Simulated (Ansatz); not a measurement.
Basis-set extrapolation for `[SiH3][O][Mg][SH]` (PBE0-D4/def2-TZVP geometry, frozen core, the Gaussian-basis code of Ansatz). Multiplicity 1, RHF reference. For Mg the program correlates outer-core shells too, which these sets cover unevenly, so the extrapolated numbers aren't a true limit.

```
                      def2-TZVPP   def2-QZVPP
                 HF  -963.468979  -963.503513
    MP2 correlation    -0.738027    -0.824563
CCSD(T) correlation    -0.806459      not run
```

Energies in hartree. Use E(X) = E(∞) + A·exp(−7.88·√X) for Hartree–Fock and E(X) = E(∞) + B·X^(−2.97) for correlation, with X = 3 and 4, and add CCSD(T) minus MP2 of the smaller set to the MP2 limit.

Task: What is the CCSD(T) energy at the basis-set limit?

Result: HF limit: -963.503513 + (-0.034534) × 0.13774 = -963.50827. MP2 limit: -0.824563 + (-0.086536) × 0.74074 = -0.88866. Higher-order term: -0.806459 − (-0.738027) = -0.06843. Total: -964.46536 hartree, 119.2 kcal/mol below CCSD(T)/def2-TZVPP.
